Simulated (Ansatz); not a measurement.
Basis-set series for `C[NH][Al]([F])[Br]`. The species carries charge 0 and has multiplicity 1. All single points use the PBE0-D4/def2-TZVP geometry. It is one conformer, not always the lowest.

```
functional       basis  functions  energy (Eh)  HOMO (eV)  LUMO (eV)
   PBE0-D4    def2-SVP        112  -3010.71686      -7.14      -0.43
   PBE0-D4  def2-QZVPP        450  -3011.42468      -7.30      -0.83
   ωB97M-V    def2-SVP        112  -3011.10382      -9.45       1.24
   ωB97M-V  def2-QZVPP        450  -3011.81355      -9.64       0.60
```

**Question.** Give the rows for def2-TZVPP. (Best estimate.)

**Answer.** Ansatz gave: 
```json
{"functional": "PBE0-D4", "basis": "def2-TZVPP", "functions": "239", "energy (Eh)": "-3011.35265", "HOMO (eV)": "-7.27", "LUMO (eV)": "-0.67"}
{"functional": "ωB97M-V", "basis": "def2-TZVPP", "functions": "239", "energy (Eh)": "-3011.74442", "HOMO (eV)": "-9.61", "LUMO (eV)": "0.98"}
```

Positive LUMOs are unbound and depend on the basis. Scalar relativity is left out up to krypton.
